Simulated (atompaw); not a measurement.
# Mg: one change to a PAW (atompaw) potential, before and after

* Element: magnesium (Mg)
* Generator: atompaw 4.2.0.5
* Type: PAW
* Functional: PBE
* Relativity: scalar-relativistic
* Frozen core: [Ne]
* Valence charge: 2
* Reference configuration: 3s2 3p0
* Partial waves: 3s (bound); 3s channel at 4.75 Ry; 3p (bound, empty); 3p channel at 1.95 Ry
* Local potential: troulliermartins scheme with l = 2 at 0.5 Ry, radius 1.95 bohr
* Core correction: smooth core density matched at 1.70 bohr
* Augmentation charge: sinc compensation charge, radius 2.30 bohr; PAW radius 2.50 bohr; waves and projectors: bloechl

All-electron outer shells of the reference configuration (PBE, scalar-relativistic, ld1.x):

| shell | level (eV) | outermost node (bohr) | outermost maximum (bohr) |
| --- | --- | --- | --- |
| 2s | -79.85 | 0.18 | 0.54 |
| 2p | -46.61 | – | 0.48 |
| 3s | -4.70 | 0.90 | 2.56 |
| 3p | -1.33 | 0.96 | 3.46 |

Change: reference 3s0.5 3p0.

Cutoffs: the cutoffs (Ry, on a coarse ladder) from which the occupation-weighted sum of valence levels, in a spherical-Bessel basis at the reference potential, stays within 10 and 1 mRy of its value at 400 Ry; they do not see the model core or the augmentation charge, which bear on the density cutoff.

**Question.** What does the change do?

**Answer.** The potential gets softer (8 Ry and 15 Ry → 6 Ry and 15 Ry); the range in which the p phases agree widens (upper end 1.0 → 3.8); neither file shows a bound ghost.

| quantity | base | changed |
| --- | --- | --- |
| cutoff, loose | 8 Ry | 6 Ry |
| cutoff, tight | 15 Ry | 15 Ry |
| bound ghosts | none | none |
| s: phases at 2.51 bohr within 0.05 rad from the reference energy up to (Ry; the scan ends near 5) | to the end of the scan | to the end of the scan |
| p: phases at 2.51 bohr within 0.05 rad from the reference energy up to (Ry; the scan ends near 5) | 1.0 | 3.8 |
| lowest overlap eigenvalue by channel | s 0.40, p 0.09 | s 0.39, p 0.57 |

 The cutoffs see the waves, projectors and local potential, not the compensation charge or the core.
